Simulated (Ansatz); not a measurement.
This geometry of C2H11AlOSi2 (17 atoms, charge 0, multiplicity 1) is a first-order saddle point.

Method: Ansatz, RKS B3LYP/STO-3G.

```xyz
17
Properties=species:S:1:pos:R:3
C -1.988 -0.497 1.032
O -0.685 -1.076 1.371
Si 0.426 -1.048 0.027
C 1.838 -2.136 0.645
Al 1.101 1.072 -0.656
Si -0.343 2.739 -1.330
H -2.094 -0.105 -0.002
H -2.223 0.344 1.723
H -2.787 -1.260 1.169
H -0.199 -1.773 -1.076
H 2.584 -2.303 -0.144
H 1.471 -3.119 0.966
H 2.360 -1.684 1.498
H 2.577 1.371 -0.682
H -0.078 3.175 -2.686
H -1.742 2.370 -1.305
H -0.236 3.929 -0.510
```

Which two structures does it join? (They come from a converged band through this point; their orientation in space is the band's.)

No bond is made or broken. The dihedral H7–C1–O2–Si3 goes from 59 to -63°. The two ends are copies of one structure, up to a mirror image or an exchange of like atoms.

Initial state:

```xyz
17
Properties=species:S:1:pos:R:3
C -2.015 -0.693 0.833
O -0.729 -1.289 1.175
Si 0.435 -1.028 -0.102
C 1.842 -2.189 0.381
Al 1.101 1.182 -0.399
Si -0.330 2.921 -0.895
H -2.463 -1.099 -0.104
H -1.985 0.417 0.721
H -2.720 -0.917 1.660
H -0.145 -1.569 -1.328
H 2.617 -2.217 -0.397
H 1.480 -3.215 0.522
H 2.327 -1.880 1.316
H 2.570 1.498 -0.288
H 0.008 3.565 -2.148
H -1.722 2.545 -1.013
H -0.290 3.968 0.105
```

Final state:

```xyz
17
Properties=species:S:1:pos:R:3
C -1.979 -0.481 1.042
O -0.687 -1.047 1.412
Si 0.406 -1.045 0.049
C 1.813 -2.151 0.647
Al 1.101 1.059 -0.660
Si -0.318 2.742 -1.350
H -1.932 0.592 0.737
H -2.638 -0.538 1.933
H -2.489 -1.029 0.217
H -0.256 -1.767 -1.035
H 2.542 -2.334 -0.153
H 1.437 -3.127 0.981
H 2.356 -1.704 1.489
H 2.581 1.336 -0.698
H -0.053 3.151 -2.714
H -1.724 2.402 -1.309
H -0.180 3.941 -0.549
```

How far does it lie above each of them?

9.7 kJ/mol above the first and 9.7 kJ/mol above the second. This is the barrier of this one path; another mechanism may lie lower. Limits of this set-up: minimal basis.

Time of the run: 2.8 min on 1 thread of Arm Neoverse V1 (shared host), peak memory 0.15 GiB.
